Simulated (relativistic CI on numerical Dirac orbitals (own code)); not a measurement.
Hyperfine structure of N II, mass number 15

Method of calculation: Dirac-Coulomb-Breit CI, orbitals from a KLI potential per configuration, model QED (radiative potential, 1s self-energy scaled to tabulated hydrogen-like ionisation energies), valence Slater integrals scaled by 0.85, P86 correlation energy added to each configuration (own radial code, finite nucleus).

Configuration list (outside the closed core 1s2): 2s2 2p2, 2s 2p3, 2s2 2p 3s, 2s2 2p 3p, 2s2 2p 3d, 2p4, 2s2 2p 4s, 2s2 2p 4p, 2s2 2p 4d, 2s2 2p 4f, 2s2 3s2, 2s2 3s 3p, 2s 2p2 3s, 2s2 3s 3d, 2s2 3p2, 2p3 3s. Levels of other configurations are missing.

Nuclear spin I = 1/2, μ = -0.28306 μN (tables of Stone and Pyykkö). The electronic factors are computed for point nuclear moments, without core polarisation; leaving it out makes A of s and p electrons in near-neutral atoms 20 to 40 % too small, and it can dominate for d and f shells.

```
       Level  E (cm⁻¹)  A (MHz)
2s2 2p2 3P_1      47.0   -17.36
2s2 2p2 3P_2     125.3   -145.9
2s2 2p2 1D_2   15287.0   -208.4
2s 2p3 5S°_2   46789.0   -658.8
2s 2p3 3D°_3   95820.7   -596.4
2s 2p3 3D°_2   95834.8   -338.8
2s 2p3 3D°_1   95837.3    483.6
2s 2p3 3P°_1  110687.6   -846.1
```

Levels with J = 0, under 50 % of one LS term, or S terms without an open s electron are left out. Small factors come from cancelling terms and can be off by tens of per cent or more.

Correlation outside the listed configurations is missing or only estimated: errors of thousands of cm⁻¹ between configurations and terms are usual at this charge. Rates and lifetimes follow the computed energies and can be off by large factors. The fine structure of a lone outer electron comes out too small, for d and f at times inverted, and misplaced configurations move strength between like terms. 29 of the 39 excited levels that our extract of the measured tables holds in this range could be paired (the sources list more); they are missed by 4081 cm⁻¹ on average and 5640 at most, and levels without a partner can miss by more.

Q: Give the hyperfine levels of 2s2 2p2 3P_2 relative to its centre of gravity.

A: With K = F(F + 1) − I(I + 1) − J(J + 1), E = AK/2: F = 3/2: 218.8, F = 5/2: -145.9 MHz.
